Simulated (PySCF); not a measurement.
Mass spectrum arithmetic for `CC[AsH2]`

Species: `C([AsH2])C`.

Calculated for natural abundance.

Problem. Find the molar and monoisotopic masses of C2H7As.

Solution. For C2H7As, with standard atomic weights, 2 × 12.011 + 1 × 74.922 + 7 × 1.008 = 106.000 g/mol. From the most abundant isotopes (12C, 75As, 1H), 2 × 12.000000 + 1 × 74.921597 + 7 × 1.007825 = 105.9764 u.

Problem. Give the isotope pattern of the molecular ion M+•, merging species of the same nominal mass.

Solution. 
```
nominal mass  m/z (centroid)  relative intensity
         106        105.9758               100.0
         107        106.9793                 2.2
```

Cut off at 0.1 %. One electron mass, 0.00055 u, is taken off. Abundances used (%; other tables differ somewhat): 12C 98.93, 13C 1.07; 1H 99.9885, 2H 0.0115.

Problem. Elemental analysis, calculated?

Solution. C 22.66 %, As 70.68 %, H 6.66 %.

Problem. What resolving power m/Δm just matches the spacing of the species with one 13C and with one 2H?

Solution. They lie 0.00292 u apart at mass 106.98, so m/Δm is about 37000.

Problem. Which m/z would the protonated, sodiated and deprotonated molecule have?

Solution. [M+H]+ 106.9836, [M+Na]+ 128.9656, [M−H]− 104.9691, for the monoisotopic species (arithmetic only; whether such ions form is another matter).
